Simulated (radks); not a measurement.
Ca V, configuration [Ne] 3s2 3p4. All-electron calculation, Dirac Kohn-Sham, PBEsol, spin-unpolarised, spherical densities, finite nucleus; open shells fill j = l - 1/2 first; Fermi nuclear charge, rms radius 3.4776 fm. Program: a radial shooting solver on a logarithmic mesh with Libxc functionals.

Normalised radial functions P(r) = r R(r) (large component), r in bohr:

r	1s1/2	2s1/2	3p3/2
0.008995	1.3360	0.3874	0.0070
0.01134	1.6037	0.4638	0.0108
0.01442	1.9125	0.5507	0.0170
0.01819	2.2321	0.6384	0.0260
0.02293	2.5551	0.7225	0.0394
0.02892	2.8542	0.7917	0.0589
0.03648	3.0922	0.8298	0.0869
0.046	3.2238	0.8150	0.1258
0.05801	3.2030	0.7220	0.1779
0.07375	2.9857	0.5175	0.2466
0.093	2.5827	0.1996	0.3253
0.1173	2.0320	-0.2297	0.4087
0.1479	1.4204	-0.7295	0.4820
0.1865	0.8569	-1.2191	0.5210
0.2352	0.4300	-1.5893	0.4951
0.2967	0.1715	-1.7368	0.3743
0.3771	0.0490	-1.6053	0.1340
0.4756	0.0101	-1.2509	-0.1924
0.5998	0.0013	-0.8049	-0.5523
0.7564	0.0001	-0.4152	-0.8547
0.954	0.0000	-0.1644	-1.0040
1.203	0.0000	-0.0470	-0.9494
1.517	0.0000	-0.0090	-0.7253
1.929	0.0000	-0.0010	-0.4293
2.432	0.0000	-0.0001	-0.1971
3.068	0.0000	0.0000	-0.0654
3.869	0.0000	0.0000	-0.0144

1s1/2: eigenvalue -4003.3 eV, 0 radial nodes, <r> = 0.0769 bohr, 90 % of the charge inside 0.137 bohr. 2s1/2: eigenvalue -471.25 eV, 1 radial node at r = 0.104 bohr, <r> = 0.364 bohr, 90 % of the charge inside 0.567 bohr. 3p3/2: eigenvalue -77.128 eV, 1 radial node at r = 0.417 bohr, <r> = 1.16 bohr, 90 % of the charge inside 1.76 bohr.
